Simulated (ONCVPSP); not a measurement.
**An all-electron radial function and its pseudo partner (fluorine (F))**

Columns: radius, all-electron u(r) and pseudo u(r) of the 2p shell (level -11.33 eV) of fluorine in the configuration 1s2 2s1.5 2p5.5; PBE, scalar-relativistic, ONCV scheme, ONCVPSP 4.0.1.

```csv
r (bohr),all-electron,pseudo
0.062,0.0627,0.0292
0.125,0.1958,0.1136
0.188,0.3459,0.2398
0.250,0.4852,0.3864
0.312,0.6056,0.5359
0.375,0.7053,0.6734
0.438,0.7826,0.7844
0.500,0.8380,0.8624
0.562,0.8754,0.9102
0.625,0.8975,0.9325
0.688,0.9063,0.9351
0.750,0.9046,0.9249
0.812,0.8948,0.9071
0.875,0.8784,0.8847
0.938,0.8571,0.8597
1.000,0.8326,0.8335
1.062,0.8056,0.8059
1.125,0.7766,0.7766
1.188,0.7465,0.7465
1.250,0.7164,0.7164
1.312,0.6862,0.6862
1.375,0.6558,0.6558
1.438,0.6258,0.6258
1.500,0.5970,0.5970
1.562,0.5689,0.5689
1.625,0.5412,0.5412
```

**Question.** How many radial nodes do the two functions have?

**Answer.** The all-electron 2p function has n − l − 1 = 0; the pseudo-wave has 0.

**Question.** At about which radius was the pseudo-wave matched?

**Answer.** 1.25 bohr. The columns agree to 0.0005 from 1.06 bohr on; several derivatives are matched, so the curves merge somewhat inside the radius.

**Question.** Is the pseudo-wave norm-conserving?

**Answer.** Yes: the ONCV scheme keeps the norm inside the radius equal to the all-electron one, which fixes the energy derivative of the logarithmic derivative at the level.
